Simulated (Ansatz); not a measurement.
Process, species as SMILES: [B]=N (B-NH) → N=[B-] (closed-shell singlet) (an electron is taken up)
B3LYP-D3(BJ)/def2-TZVP geometries, fixed; electronic energies without zero-point terms; positive where energy is released.

Effect of a fitting basis named in the input at r2SCAN/aug-cc-pVTZ with Ansatz (a program for electronic structure), against the last row, where the adiabatic electron affinity is 1.57 eV. Open shells are unrestricted. The default fits or decomposes integrals by the program's own choice; accuracy: high also tightens integrals, grids and stops.

```
setting                        largest shift of a total energy (mEh)  shift of the adiabatic electron affinity (eV)
-----------------------------  -------------------------------------  ---------------------------------------------
fitting: def2-SV(P)-JKFIT                                     -0.031                                          0.000
fitting: def2-universal-JKFIT                                 -0.031                                          0.000
fitting: cc-pVTZ-JKFIT                                        -0.067                                          0.002
fitting: cc-pVQZ-JKFIT                                        -0.060                                          0.001
fitting: cc-pV5Z-JKFIT                                        -0.052                                          0.001
fitting: def2-universal-JFIT                                  -0.124                                          0.002
accuracy: high                                                 0.000                                          0.000
accuracy: medium (default)                                     0.000                                          0.000
```

Within 0.002 eV in the adiabatic electron affinity: fitting: def2-SV(P)-JKFIT; fitting: def2-universal-JKFIT; fitting: cc-pVTZ-JKFIT; fitting: cc-pVQZ-JKFIT; fitting: cc-pV5Z-JKFIT; fitting: def2-universal-JFIT; accuracy: high. The largest shift is 0.124 mEh in a total energy and 0.002 eV in the difference.
